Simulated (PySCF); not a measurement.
**Interval between two levels of B by level of theory**

B [He] 2s2 2p1 [2P3/2, M_J = 3/2] → B [He] 2s2 3d1 [2D5/2, M_J = 5/2], as a difference of total energies. Computed with PySCF 2.14 in x2c-TZVPall-2c with one added diffuse shell each of s, p, d type (6s4p3d1f, 40 functions), with the two-component X2C-1e Hamiltonian. Correlated levels: 1s2 frozen. "Screened" scales the spin-orbit matrix elements by Boettger's factors to mimic the two-electron term; Breit and QED terms are absent.

```json
{"method": "GHF (spin-free)", "interval between two levels (cm⁻¹)": "63158", "error (cm⁻¹)": "+8405"}
{"method": "GMP2 (spin-free)", "interval between two levels (cm⁻¹)": "64514", "error (cm⁻¹)": "+9761"}
{"method": "GHF (screened spin-orbit)", "interval between two levels (cm⁻¹)": "63151", "error (cm⁻¹)": "+8399"}
{"method": "GMP2 (screened spin-orbit)", "interval between two levels (cm⁻¹)": "64507", "error (cm⁻¹)": "+9754"}
```

Reference: 54753 cm⁻¹ (measured; NIST Handbook of Basic Atomic Spectroscopic Data (Sansonetti and Martin, J. Phys. Chem. Ref. Data 34, 1559 (2005))).

Errors of the correlated levels include the incompleteness of this basis and the frozen core.

The promoted electron is Rydberg-like, and one or two diffuse shells describe it only roughly, which tends to raise the upper state.
